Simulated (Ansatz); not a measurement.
BrClFHHfO, SMILES `[OH][Hf]([F])([Cl])[Br]`. Charge 0, multiplicity 1. Hf takes the def2 core potential.

```
atom    x (Å)    y (Å)    z (Å)
  O1   1.0203  -0.6950   0.8059
 Hf2  -0.3425   0.1316  -0.2014
  F3  -2.0126  -0.5780   0.3370
 Cl4  -0.0273  -0.3229  -2.4773
 Br5  -0.3269   2.5991   0.2136
  H6   1.6889  -1.1348   1.3222
```

Task: List the harmonic frequencies (cm⁻¹, unscaled) at PBE0-D4/def2-TZVP in Ansatz. (Best estimate.)

Result: Ansatz gave: 81, 108, 134, 142, 173, 221, 255, 265, 382, 653, 738, 4008.

Task: Is this a minimum?

Result: Yes, all 12 modes are real.

Task: Give the ideal-gas thermochemistry at 298.15 K and 1 bar (rigid rotor, harmonic oscillator; point group C1, symmetry number 1).

Result: Zero-point energy 42.8 kJ/mol; H(298) − E = 67.1 kJ/mol; entropy 399.2 J/(mol·K), of which translation 181.2, rotation 125.2, vibration 92.8; G(298) − E = -52.0 kJ/mol. Modes under 100 cm⁻¹ are hindered rotations or soft bends, so the harmonic entropy is rough.

Task: And at 400, 500, 600, 800 and 1000 K?

Result: 
```json
{"T (K)": "400", "H − E (kJ/mol)": "78.5", "S (J/mol/K)": "432.1", "G − E (kJ/mol)": "-94.4"}
{"T (K)": "500", "H − E (kJ/mol)": "90.1", "S (J/mol/K)": "458.1", "G − E (kJ/mol)": "-138.9"}
{"T (K)": "600", "H − E (kJ/mol)": "102.0", "S (J/mol/K)": "479.7", "G − E (kJ/mol)": "-185.8"}
{"T (K)": "800", "H − E (kJ/mol)": "126.2", "S (J/mol/K)": "514.5", "G − E (kJ/mol)": "-285.4"}
{"T (K)": "1000", "H − E (kJ/mol)": "150.8", "S (J/mol/K)": "542.0", "G − E (kJ/mol)": "-391.2"}
```
